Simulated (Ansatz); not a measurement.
Computed with Ansatz on PBE0-D4/def2-TZVP structures; ΔE is electronic, products minus reactants. CBS: MP2 limit from def2 TZ/QZ plus the TZ coupled-cluster correction, frozen cores. Elements past krypton have def2 core potentials. For In, Se outer-core shells are correlated without core-valence functions, which leaves a few kJ/mol of doubt a bond. Scalar relativity is left out up to krypton. Each species was taken in one conformer, which may not be the lowest.

Reaction (redistribution): `[F][InH][SeH]` + `C=[CH][InH2]` → `C=[CH][InH][F]` + `[SeH][InH2]`

```csv
level,ΔE (eV)
HF/def2-TZVPP,-0.14
MP2/CBS(def2),-0.18
```

Q: What does CCSD(T)/CBS give? (Best estimate.)

A: The calculation gave: -0.18 eV. The listed levels differ from it by 0.04, 0.00 eV.

Q: What do rigid-rotor, harmonic-oscillator terms from PBE0-D4/def2-TZVP frequencies (298.15 K, 1 bar) make of the CCSD(T)/CBS value? (Estimate.)

A: The calculation gave: ΔZPE = +0.02 eV, ΔH = -0.17 eV, ΔS = -4 J/(mol·K), ΔG = -0.15 eV.

Largest T1 diagnostic among the species: 0.015.

Leaving LDA and LC-ωPBE aside and taking each functional with its dispersion term where it has one, the values, not all of them listed here, spread over 0.03 eV, from r2SCAN-D4 to B97M-V. At CCSD(T), def2-SVP lies +0.03 eV from the extrapolated value and def2-TZVPP +0.01 eV.
